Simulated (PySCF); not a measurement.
H$_{6}$NSi$_{2}$ (SMILES [SiH3][N][SiH3]), doublet, at a GFN2-xTB geometry, with bond 5-1 at 1.3 times its length; R2SCAN/STO-3G (PySCF).

Here is a job for PySCF.
```python
from pyscf import gto, scf, dft

mol = gto.Mole()
mol.atom = '''
    Si    1.66704058   -0.21564473    0.06340929
    N     0.00000000    0.00000000    0.00000000
    Si   -1.66704058    0.21564473   -0.06340929
    H     2.07133989   -1.10699091   -1.03241083
    H     2.51553688    1.48513328   -0.12564743
    H     2.01821156   -0.81474582    1.35821990
    H    -2.29077909   -0.60334976    0.98491125
    H    -2.14890177   -0.20387251   -1.38650896
    H    -1.96960063    1.63631295    0.15780760
'''
mol.basis = 'sto-3g'
mol.spin = 1
mol.verbose = 4
mol.build()

mf = dft.UKS(mol)
mf.xc = 'r2scan'
mf.init_guess = 'vsap'
mf.kernel()
mf.analyze()
```

Output, abridged:

```
PySCF version 2.14.0

[INPUT] verbose = 4
[INPUT] num. atoms = 9
[INPUT] num. electrons = 41
[INPUT] charge = 0
[INPUT] spin (= nelec alpha-beta = 2S) = 1
[INPUT] symmetry False subgroup None
[INPUT] Mole.unit = angstrom
[INPUT] Symbol           X                Y                Z      unit          X                Y                Z       unit  Magmom
[...]
nuclear repulsion = 143.08710450014
number of shells = 19
number of NR pGTOs = 87
number of NR cGTOs = 29
basis = sto-3g
ecp = {}

******** <class 'pyscf.dft.uks.UKS'> ********
method = UKS
initial guess = vsap
damping factor = 0
level_shift factor = 0
DIIS = <class 'pyscf.scf.diis.CDIIS'>
diis_start_cycle = 1
diis_space = 8
diis_damp = 0
SCF conv_tol = 1e-09
SCF conv_tol_grad = None
SCF max_cycles = 50
direct_scf = True
direct_scf_tol = 1e-13
number electrons alpha = 21  beta = 20
XC library pyscf.dft.libxc version 7.1.2
    S. Lehtola, C. Steigemann, M. J. T. Oliveira, and M. A. L. Marques,  SoftwareX 7, 1–5 (2018)
XC functionals = r2scan
    J. W. Furness, A. D. Kaplan, J. Ning, J. P. Perdew, and J. Sun,  J. Phys. Chem. Lett. 11, 8208–8215 (2020)
    J. W. Furness, A. D. Kaplan, J. Ning, J. P. Perdew, and J. Sun,  J. Phys. Chem. Lett. 11, 9248–9248 (2020)
    J. W. Furness, A. D. Kaplan, J. Ning, J. P. Perdew, and J. Sun,  J. Phys. Chem. Lett. 11, 8208–8215 (2020)
    J. W. Furness, A. D. Kaplan, J. Ning, J. P. Perdew, and J. Sun,  J. Phys. Chem. Lett. 11, 9248–9248 (2020)
radial grids:
    Treutler-Ahlrichs [JCP 102, 346 (1995); DOI:10.1063/1.469408] (M4) radial grids

becke partition: Becke, JCP 88, 2547 (1988); DOI:10.1063/1.454033
pruning grids: <function nwchem_prune>
grids dens level: 3
symmetrized grids: False
atomic radii adjust function: <function treutler_atomic_radii_adjust>
small_rho_cutoff = 0
Set gradient conv threshold to 3.16228e-05
tot grids = 111112

init E= -628.714229809568
cycle= 1 E= -624.831257489535  delta_E= 3.88  |g|= 1.86  |ddm|= 4.83

cycle= 2 E= -621.295218425619  delta_E= 3.54  |g|= 1.45  |ddm|= 7.64
cycle= 3 E= -623.201072711047  delta_E= -1.91  |g|= 2.59  |ddm|= 7.96
cycle= 4 E= -626.469561473792  delta_E= -3.27  |g|= 1.66  |ddm|= 3.19
cycle= 5 E= -626.458276517942  delta_E= 0.0113  |g|= 1.65  |ddm|= 0.305
cycle= 6 E= -626.431842724423  delta_E= 0.0264  |g|= 1.65  |ddm|= 0.147
cycle= 7 E= -626.380008769185  delta_E= 0.0518  |g|= 1.64  |ddm|= 0.692
cycle= 8 E= -626.514400156021  delta_E= -0.134  |g|= 1.64  |ddm|= 0.228
[...]
converged SCF energy = -629.710964229487  <S^2> = 0.75659054  2S+1 = 2.0065797
Total Energy =                        -629.710964229487217
[...]
**** MO energy ****
                             alpha | beta                alpha | beta
[...]
To work with the spin densities directly, `use mulliken_meta_spin()` only printing them here.

 ** Mulliken spin pop alpha/beta on meta-lowdin orthogonal AOs **
 ** Mulliken Spin Density (per AO)  **
spin_pop of  0 Si 1s       -0.00000
spin_pop of  0 Si 2s        0.00001
spin_pop of  0 Si 3s       -0.01122
spin_pop of  0 Si 2px       0.00000
spin_pop of  0 Si 2py      -0.00000
spin_pop of  0 Si 2pz      -0.00000
spin_pop of  0 Si 3px      -0.02897
spin_pop of  0 Si 3py      -0.00860
spin_pop of  0 Si 3pz      -0.01920
spin_pop of  1 N 1s       -0.00001
spin_pop of  1 N 2s        0.04538
spin_pop of  1 N 2px       0.03024
spin_pop of  1 N 2py       0.04063
spin_pop of  1 N 2pz       0.87111
spin_pop of  2 Si 1s       -0.00000
spin_pop of  2 Si 2s        0.00001
spin_pop of  2 Si 3s       -0.01243
spin_pop of  2 Si 2px      -0.00000
spin_pop of  2 Si 2py       0.00000
spin_pop of  2 Si 2pz      -0.00000
spin_pop of  2 Si 3px      -0.03083
spin_pop of  2 Si 3py      -0.00792
spin_pop of  2 Si 3pz      -0.01959
spin_pop of  3 H 1s        0.04449
spin_pop of  4 H 1s       -0.01865
spin_pop of  5 H 1s        0.04196
spin_pop of  6 H 1s        0.02478
spin_pop of  7 H 1s        0.05527
spin_pop of  8 H 1s        0.00355
 ** Mulliken Spin Density (per atom)  **
spin density of  0 Si =     -0.06800
spin density of  1 N =      0.98735
spin density of  2 Si =     -0.07075
spin density of  3 H =      0.04449
spin density of  4 H =     -0.01865
spin density of  5 H =      0.04196
spin density of  6 H =      0.02478
spin density of  7 H =      0.05527
spin density of  8 H =      0.00355
 ** Mulliken pop alpha/beta on meta-lowdin orthogonal AOs **
 ** Mulliken pop       alpha | beta **
[...]
In total            21.00000 | 20.00000
 ** Mulliken atomic charges   ( Nelec_alpha | Nelec_beta ) **
charge of  0Si =      0.56885  (     6.68158      6.74957 )
charge of  1N =     -0.40771  (     4.19753      3.21018 )
charge of  2Si =      0.59818  (     6.66553      6.73629 )
charge of  3H =     -0.11210  (     0.57829      0.53381 )
charge of  4H =     -0.16787  (     0.57461      0.59326 )
charge of  5H =     -0.11300  (     0.57748      0.53552 )
charge of  6H =     -0.12395  (     0.57436      0.54959 )
charge of  7H =     -0.10944  (     0.58235      0.52708 )
charge of  8H =     -0.13296  (     0.56826      0.56470 )
Dipole moment(X, Y, Z, Debye): -0.70879, -0.74745, -0.05016
```
